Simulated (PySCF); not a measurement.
ClFH₅NSi₂, SMILES N[SiH2][Si@H](F)Cl.

Coordinates come from a PBE0-D3(BJ)/def2-SVP optimisation. The structure was generated by enumeration; whether it is a known compound was not checked. The values are those of a single conformer.

Method: SMD-M06-2X/6-31G* (PySCF).

Solvation free energies are E(SMD) − E(gas) at the gas-phase geometry, for 1 M in both phases. In vacuum the dipole moment is 3.14 D.

Q: Estimate the solvation free energies in water, chloroform, dimethylsulfoxide. (Estimate from the structure and the level; the computed values follow.)

A: 
```json
[
 {"solvent": "water", "ΔG(solv) (kcal/mol)": "-2.3", "its non-electrostatic (CDS) part": "4.2", "dipole (D)": "3.90"},
 {"solvent": "chloroform", "ΔG(solv) (kcal/mol)": "-5.0", "its non-electrostatic (CDS) part": "-0.4", "dipole (D)": "3.68"},
 {"solvent": "dimethylsulfoxide", "ΔG(solv) (kcal/mol)": "-4.8", "its non-electrostatic (CDS) part": "1.6", "dipole (D)": "3.89"}
]
```
